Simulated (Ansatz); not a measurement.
```yaml
crystal:
  periodic: [false, false, false]
  atoms:
    - {symbol: O, position_ang: [-0.447404, 1.400510, -0.158266]}
    - {symbol: Sn, position_ang: [0.371806, -0.318189, -0.659686]}
    - {symbol: O, position_ang: [1.256531, -0.847908, 1.007746]}
    - {symbol: Cl, position_ang: [-1.328157, -1.877091, -1.106581]}
    - {symbol: H, position_ang: [-1.182737, 1.666406, -0.718500]}
    - {symbol: H, position_ang: [1.372061, -0.087828, 1.589188]}
basis:
  gaussian: {orbitals: def2-TZVPD}
magnetization: {spin_polarized: true, initial_magnetization: 3}
hamiltonian: {xc: {name: PBE0}}
output: {forces: true}
```

```sh
$ ansatz run in.yaml --threads 4 --pin off --events-out ev --progress --plain --max-ram 10444MiB
```

Shortened log:

```
Functional definition: PBE0
1266 factors; their error is unknown
mean field evaluation 1: about -22454.1080 eV, gradient 6.2e1 eV
mean field evaluation 2: about -22262.5603 eV, gradient 1.9e2 eV
mean field evaluation 4: about -22460.3429 eV, gradient 4.1e1 eV
mean field evaluation 8: about -22469.3842 eV, gradient 4.1e0 eV
mean field evaluation 16: about -22469.6753 eV, gradient 1.5e0 eV
mean field evaluation 32: about -22469.3078 eV, gradient 7.7e0 eV
mean field -22469.81914983 eV, -825.7506231658 hartree, gradient 1.6e-5 eV, S^2 3.758616; 7 other end points of the search recorded, 0 dependent functions left out
reference -22469.81919845 eV, -825.7506249525 hartree; 30, 27 occupied and 170, 173 virtual orbitals, 1266 factors
Total energy: -22469.81919845 eV, -825.7506249525 hartree
Atom 0 at    -0.447404     1.400510    -0.158266 Å, force     0.607118     3.118426     3.095595 eV/Å
Atom 1 at     0.371806    -0.318189    -0.659686 Å, force     1.475327    -3.626408    -1.774763 eV/Å
Atom 2 at     1.256531    -0.847908     1.007746 Å, force     0.115604     0.137635     0.372462 eV/Å
Atom 3 at    -1.328157    -1.877091    -1.106581 Å, force    -0.086268    -0.400018    -0.058407 eV/Å
Atom 4 at    -1.182737     1.666406    -0.718500 Å, force    -2.129934     0.831328    -1.739574 eV/Å
Atom 5 at     1.372061    -0.087828     1.589188 Å, force     0.018153    -0.060963     0.104687 eV/Å
Dipole moment:     0.326900     0.359945     0.101297 e Å
```

It took 21 s on 4 threads of an Intel Xeon Platinum 8259CL on a shared host, with 0.98 GiB of host memory at the peak.
